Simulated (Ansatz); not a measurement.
The same atomization along the group B, Al, Ga, In.

Calculated with Ansatz (gas phase, PBE0-D4/def2-TZVP geometries, no zero-point term in ΔE). CCSD(T)/CBS adds triple-zeta CCSD(T) − MP2 to the extrapolated MP2 energy (def2 sets, frozen cores). This one scheme is used for every species, atoms too. Open shells (•) are unrestricted, without spin–orbit coupling. Spin–orbit coupling would lower the free atoms: a little for Al, B, C; clearly for Ga; strongly for In. def2 core potentials past Kr. For Ga, In outer-core shells are correlated without core-valence functions, so the limit isn't a true one: a few kJ/mol of doubt a bond, and 10 to 20 or more in all where bonds break to atoms. Scalar relativity is left out up to krypton.

(1) Order these by ΔE at CCSD(T)/CBS, lowest first. (An estimate is asked.)
A. `C=[CH][AlH2]` → 2 C• + Al• + 5 H•
B. `C=[CH][GaH2]` → 2 C• + Ga• + 5 H•
C. `C=[CH][InH2]` → 2 C• + In• + 5 H•
D. `BC=C` → 2 C• + B• + 5 H•

Largest T1 diagnostic: 0.018, for Al•.

## Answers

(1) C (+2603.3 kJ/mol), B (+2716.9 kJ/mol), A (+2785.6 kJ/mol), D (+3081.6 kJ/mol).

For atomizations the MP2-based limit and the directly extrapolated one differ by several kJ/mol either way, and by 10 to 25 for some Ge, Se and Sn compounds, so smaller differences from it don't rank the levels.
